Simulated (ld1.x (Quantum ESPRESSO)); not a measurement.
Before and after: TM semilocal potential for K

- Element: K
- Generator: ld1.x (Quantum ESPRESSO) 7.5
- Type: norm-conserving Troullier–Martins (semilocal form)
- Functional: PBE
- Relativity: scalar-relativistic
- Frozen core: [Ne] 3s2
- Valence charge: 7
- Reference configuration: 3p6 3d1 4s0 4p0
- Partial waves: 3p (bound): rc 1.60 bohr; 3d (bound): rc 4.20 bohr; 4s (bound, empty): rc 2.80 bohr
- Local potential: the s channel
- Core correction: none

Change: core correction a·sin(br)/r model core inside 0.88 bohr.

Cutoffs: the cutoffs (Ry, on a coarse ladder) from which the occupation-weighted sum of valence levels, in a spherical-Bessel basis at the reference potential, stays within 10 and 1 mRy of its value at 400 Ry; they do not see the model core or the augmentation charge, which bear on the density cutoff. Errors are all-electron minus pseudo energies relative to the spin-unpolarised reference configuration.

How do hardness, ghosts and transferability respond?

The potential gets neither clearly harder nor softer (25 Ry and 45 Ry → 25 Ry and 45 Ry); of the 6 tests that both files solve, the error grows in 0 and shrinks in 6 by more than 15 % and 0.3 meV (median size 5.7 → 3.9 meV); neither file shows a bound ghost. Exchange and correlation are not linear in the density, so unscreening with the valence charge alone errs where core and valence overlap; a model core restores that term. A semilocal file is local in each channel, so a ghost entry of none says nothing of the separable form that plane-wave codes build from it. A model core, the more so a compact one, raises the density cutoff, which this test does not measure.

```csv
quantity,base,changed
"cutoff, loose",25 Ry,25 Ry
"cutoff, tight",45 Ry,45 Ry
bound ghosts,none,none
"error for 3p6 3d0 4s1 4p0, meV [ΔE -2.46 eV]",+3.9,-1.0
"error for 3p6 3d0 4s0 4p0, meV [ΔE 1.86 eV]",+9.6,+7.4
"error for 3p6 3d0 4s0.5 4p0, meV [ΔE -0.82 eV]",+2.8,+2.0
"error for 3p5 3d0 4s1 4p0, meV [ΔE 22.47 eV]",+32,-23
"error for 3p6 3d0 4s0 4p1, meV [ΔE -0.90 eV]",+7.4,+5.9
"error for 3p6 3d0.5 4s0.5 4p0, meV [ΔE -1.24 eV]",+1.3,+0.2
s: phases at 4.54 bohr within 0.05 rad from the reference energy up to (Ry; the scan ends near 5),0.6,0.6
p: phases at 4.54 bohr within 0.05 rad from the reference energy up to (Ry; the scan ends near 5),n/a,n/a
d: phases at 4.54 bohr within 0.05 rad from the reference energy up to (Ry; the scan ends near 5),0.2,0.2
```
